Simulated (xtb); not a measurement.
Job for xtb: GFN2-xTB on CH7AsSi (SMILES C[SiH2][AsH2]), a point of a torsion scan.

```
$ xtb mol.xyz --gfn 2 --opt vtight --chrg 0 --uhf 0 --input xcontrol
10

C     -1.26049332     0.65551594     0.14728559
Si    -0.19922445    -0.85211077    -0.05679044
As     2.04424221    -0.32649187    -0.18494991
H     -2.04282592     0.66005377    -0.63144165
H     -0.65372347     1.57461818     0.02613053
H     -1.77372004     0.70782678     1.11953156
H     -0.55605764    -1.56239963    -1.30608705
H     -0.42249163    -1.76029574     1.05702843
H      2.73783693    -0.30589571     1.20715785
H      2.18939608     1.04853049    -0.93497073
$constrain
  force constant=1.0
  dihedral: 1,2,3,9,90.0
$end
```

The log:

```
[...]
           -------------------------------------------------
          |                Calculation Setup                |
           -------------------------------------------------



           -------------------------------------------------
          |                 G F N 2 - x T B                 |
           -------------------------------------------------

        Reference                      10.1021/acs.jctc.8b01176
      * Hamiltonian:
        H0-scaling (s, p, d)           1.850000    2.230000    2.230000
        zeta-weighting                 0.500000
      * Dispersion:
        s8                             2.700000
        a1                             0.520000
        a2                             5.000000
        s9                             5.000000
      * Repulsion:
        kExp                           1.500000    1.000000
        rExp                           1.000000
      * Coulomb:
        alpha                          2.000000
        third order                    shell-resolved
        anisotropic                    true
        a3                             3.000000
        a5                             4.000000
        cn-shift                       1.200000
        cn-exp                         4.000000
        max-rad                        5.000000


          ...................................................
          :                      SETUP                      :
          :.................................................:
          :  # basis functions                  31          :
          :  # atomic orbitals                  29          :
          :  # shells                           15          :
          :  # electrons                        20          :
          :  max. iterations                   250          :
          :  Hamiltonian                  GFN2-xTB          :
          :  restarted?                      false          :
          :  GBSA solvation                  false          :
          :  PC potential                    false          :
          :  electronic temp.          300.0000000     K    :
          :  accuracy                    1.0000000          :
          :  -> integral cutoff          0.2500000E+02      :
          :  -> integral neglect         0.1000000E-07      :
          :  -> SCF convergence          0.1000000E-05 Eh   :
          :  -> wf. convergence          0.1000000E-03 e    :
          :  Broyden damping             0.4000000          :
          :  net charge                          0          :
          :  unpaired electrons                  0          :
          ...................................................

 iter      E             dE          RMSdq      gap      omega  full diag
   1     -9.7111564 -0.971116E+01  0.946E+00    4.59       0.0  T
   2     -9.8188942 -0.107738E+00  0.545E+00    3.25       1.0  T
   3     -9.8524416 -0.335474E-01  0.231E+00    4.06       1.0  T
   4     -9.8523894  0.522540E-04  0.112E+00    4.01       1.0  T
   5     -9.8533152 -0.925772E-03  0.660E-01    4.16       1.0  T
   6     -9.8537343 -0.419146E-03  0.251E-01    4.12       1.0  T
   7     -9.8537957 -0.613878E-04  0.119E-01    4.10       1.0  T
   8     -9.8537992 -0.352181E-05  0.519E-02    4.11       1.0  T
   9     -9.8538010 -0.179099E-05  0.178E-02    4.11       1.8  T
  10     -9.8538015 -0.460175E-06  0.102E-02    4.11       3.1  T
  11     -9.8538015 -0.488668E-07  0.244E-03    4.11      13.0  T
  12     -9.8538015  0.525236E-08  0.270E-03    4.11      11.7  T
  13     -9.8538015 -0.676917E-08  0.366E-04    4.11      86.4  T
  14     -9.8538015 -0.178986E-09  0.705E-05    4.11     448.3  T

   *** convergence criteria satisfied after 14 iterations ***

         #    Occupation            Energy/Eh            Energy/eV
      -------------------------------------------------------------
         1        2.0000           -0.7225758             -19.6623
       ...           ...                  ...                  ...
         4        2.0000           -0.4735396             -12.8857
         5        2.0000           -0.4729564             -12.8698
         6        2.0000           -0.4469784             -12.1629
         7        2.0000           -0.4279598             -11.6454
         8        2.0000           -0.4162034             -11.3255
         9        2.0000           -0.4042213             -10.9994
        10        2.0000           -0.3440579              -9.3623 (HOMO)
        11                         -0.1930745              -5.2538 (LUMO)
        12                         -0.1873638              -5.0984
        13                         -0.1717051              -4.6723
        14                         -0.1303679              -3.5475
        15                         -0.1188880              -3.2351
       ...                                ...                  ...
        29                          1.1681251              31.7863
      -------------------
[...]
adient             ...        0 min,  0.002 sec ( 42.374%)
 printout                       ...        0 min,  0.000 sec (  2.654%)

         :::::::::::::::::::::::::::::::::::::::::::::::::::::
         ::                     SUMMARY                     ::
         :::::::::::::::::::::::::::::::::::::::::::::::::::::
         :: total energy              -9.793899427895 Eh    ::
         :: gradient norm              0.000102849646 Eh/a0 ::
         :: HOMO-LUMO gap              4.608431009573 eV    ::
         ::.................................................::
         :: SCC energy                -9.889629191229 Eh    ::
         :: -> isotropic ES            0.012839758385 Eh    ::
         :: -> anisotropic ES          0.002011931908 Eh    ::
         :: -> anisotropic XC          0.004597120157 Eh    ::
         :: -> dispersion             -0.005917542074 Eh    ::
         :: repulsion energy           0.095729728751 Eh    ::
         :: add. restraining           0.000000034584 Eh    ::
         :: total charge               0.000000000000 e     ::
         :::::::::::::::::::::::::::::::::::::::::::::::::::::

           -------------------------------------------------
          |                Property Printout                |
           -------------------------------------------------

    * Orbital Energies and Occupations

         #    Occupation            Energy/Eh            Energy/eV
      -------------------------------------------------------------
         1        2.0000           -0.7175710             -19.5261
         2        2.0000           -0.5841969             -15.8968
         3        2.0000           -0.5598499             -15.2343
         4        2.0000           -0.4702526             -12.7962
         5        2.0000           -0.4688351             -12.7577
         6        2.0000           -0.4375148             -11.9054
         7        2.0000           -0.4265045             -11.6058
         8        2.0000           -0.4145235             -11.2798
         9        2.0000           -0.4083910             -11.1129
        10        2.0000           -0.3655531              -9.9472 (HOMO)
        11                         -0.1961963              -5.3388 (LUMO)
        12                         -0.1788075              -4.8656
        13                         -0.1597155              -4.3461
        14                         -0.1368429              -3.7237
        15                         -0.1116817              -3.0390
        16                         -0.0627122              -1.7065
        17                         -0.0425625              -1.1582
        18                          0.0048711               0.1326
        19                          0.0879116               2.3922
        20                          0.1041327               2.8336
        21                          0.2005006               5.4559
       ...                                ...                  ...
        29                          1.1440367              31.1308
      -------------------------------------------------------------
                  HL-Gap            0.1693567 Eh            4.6084 eV
             Fermi-level           -0.2808747 Eh           -7.6430 eV

     #   Z          covCN         q      C6AA      α(0)
     1   6 C        3.649    -0.196    24.735     7.145
     2  14 Si       3.629     0.432    99.409    19.128
     3  33 As       2.867    -0.008   214.512    26.842
     4   1 H        0.925     0.024     2.672     2.556
     5   1 H        0.925     0.024     2.676     2.558
     6   1 H        0.925     0.027     2.635     2.538
     7   1 H        0.915    -0.109     5.900     3.799
     8   1 H        0.916    -0.100     5.555     3.686
     9   1 H        0.972    -0.048     4.034     3.139
    10   1 H        0.971    -0.046     3.989     3.121

 Mol. C6AA /au·bohr⁶  :       1853.298523
 Mol. C8AA /au·bohr⁸  :      81739.582360
 Mol. α(0) /au        :         74.513566


Wiberg/Mayer (AO) data.
largest (>0.10) Wiberg bond orders for each atom

 ---------------------------------------------------------------------------
     #   Z sym  total        # sym  WBO       # sym  WBO       # sym  WBO
 ---------------------------------------------------------------------------
     1   6 C    3.977 --     4 H    0.992     6 H    0.986     5 H    0.986
                             2 Si   0.903
     2  14 Si   3.635 --     3 As   0.956     1 C    0.903     7 H    0.866
                             8 H    0.865
     3  33 As   3.097 --    10 H    0.981     9 H    0.979     2 Si   0.956
     4   1 H    0.999 --     1 C    0.992
     5   1 H    0.999 --     1 C    0.986
     6   1 H    0.999 --     1 C    0.986
     7   1 H    0.988 --     2 Si   0.866
     8   1 H    0.990 --     2 Si   0.865
     9   1 H    0.998 --     3 As   0.979
    10   1 H    0.998 --     3 As   0.981
 ---------------------------------------------------------------------------

Topologies differ in total number of bonds
Writing topology from bond orders to xtbtopo.mol

molecular dipole:
                 x           y           z       tot (Debye)
 q only:       -0.078      -0.224      -0.101
   full:       -0.334       0.141       0.129       0.979
molecular quadrupole (traceless):
                xx          xy          yy          xz          yz          zz
 q only:       -1.115      -0.529       0.527      -0.708       0.162       0.588
  q+dip:       -3.299      -0.305       1.062       0.829      -0.192       2.236
   full:       -3.513      -0.437       1.690       1.476      -0.541       1.823

           -------------------------------------------------
          |                Geometry Summary                 |
           -------------------------------------------------

      molecular mass/u    :      122.0734144
   center of mass at/Å    :        1.1739108      -0.3502015      -0.2495621
  moments of inertia/u·Å² :        0.3807841E+02   0.2238930E+03   0.2487538E+03
rotational constants/cm⁻¹ :        0.4427084E+00   0.7529325E-01   0.6776835E-01

 * 9 selected distances

     #   Z          #   Z                                           value/Å
     1   6 C        2  14 Si                                      1.9044044
     2  14 Si       3  33 As                                      2.3389509 (max)
     1   6 C        4   1 H                                       1.0854297 (min)
     1   6 C        5   1 H                                       1.0877196
     1   6 C        6   1 H                                       1.0873084
     2  14 Si       7   1 H                                       1.4744660
     2  14 Si       8   1 H                                       1.4723618
     3  33 As       9   1 H                                       1.5012603
Note: The following floating-point exceptions are signalling: IEEE_UNDERFLOW_FLAG IEEE_DENORMAL
normal termination of xtb
     3  33 As      10   1 H                                       1.5022661

 * 5 distinct bonds (by element types)

   Z      Z             #   av. dist./Å        max./Å        min./Å
   1 H    6 C           3     1.0868192     1.0877196     1.0854297
   1 H   14 Si          2     1.4734139     1.4744660     1.4723618
   6 C   14 Si          1     1.9044044     1.9044044     1.9044044
   1 H   33 As          2     1.5017632     1.5022661     1.5012603
  14 Si  33 As          1     2.3389509     2.3389509     2.3389509


optimized geometry written to: xtbopt.xyz


           -------------------------------------------------
          | TOTAL ENERGY               -9.793899427895 Eh   |
          | GRADIENT NORM               0.000102849646 Eh/α |
          | HOMO-LUMO GAP               4.608431009573 eV   |
           -------------------------------------------------

------------------------------------------------------------------------
------------------------------------------------------------------------
 total:
 SCF:
 ANC optimizer:
```

The run finished.

Warnings raised: the energy holds the restraint's term.

Cost: roughly 0.20 core-seconds.
